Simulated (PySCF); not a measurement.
C2H7O, SMILES C[OH+]C, charge +1.

Coordinates come from a PBE-D3(BJ)/def2-TZVP optimisation. The isomer is the one that the SMILES or the coordinates give; other isomers of the formula were not compared.

These are TDA-B3LYP/def2-SVPD in PySCF values and carry that method's errors.

Vertical excitations. Isolated molecule, no solvent. State labels are in the subgroup Cs.

```tsv
state	symmetry	energy (eV)	λ (nm)	f	main pairs
S1	A'	8.60	144	0.001	HOMO→LUMO 99 %
S2	A"	9.86	126	0.000	HOMO−1→LUMO 98 %
S3	A"	10.21	121	0.001	HOMO−3→LUMO 96 %
S4	A'	10.23	121	0.001	HOMO−2→LUMO 98 %
S5	A'	10.45	119	0.012	HOMO→LUMO+1 86 %
S6	A'	11.10	112	0.084	HOMO→LUMO+2 88 %
S7	A"	11.12	112	0.019	HOMO→LUMO+3 85 %
S8	A"	11.78	105	0.072	HOMO−1→LUMO+1 81 %
S9	A"	11.90	104	0.028	HOMO→LUMO+5 86 %
S10	A'	11.91	104	0.028	HOMO→LUMO+4 92 %
T1	A'	8.03	154	0	HOMO→LUMO 96 %
T2	A"	9.43	131	0	HOMO−1→LUMO 92 %
T3	A'	9.71	128	0	HOMO−2→LUMO 90 %
T4	A"	9.75	127	0	HOMO−3→LUMO 80 %
```
Triplets are in the Tamm–Dancoff approximation.
